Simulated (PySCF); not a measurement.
A structure optimised at B3LYP-D3(BJ)/def2-SVP, used in a PySCF frequency run:

```
Si
F 1 1.6090
F 1 1.6090 2 106.66
I 1 2.4250 2 109.08 3 117.69
I 1 2.4250 2 109.08 3 -117.69
```
Charge 0, spin multiplicity 1.

Problem. Write its SMILES, formula and point group.

Solution. F[Si](F)(I)I, F2I2Si, C2v

Problem. What are its rotational constants (standard atomic weights)?

Solution. 1.9177, 0.45595, 0.40580 GHz
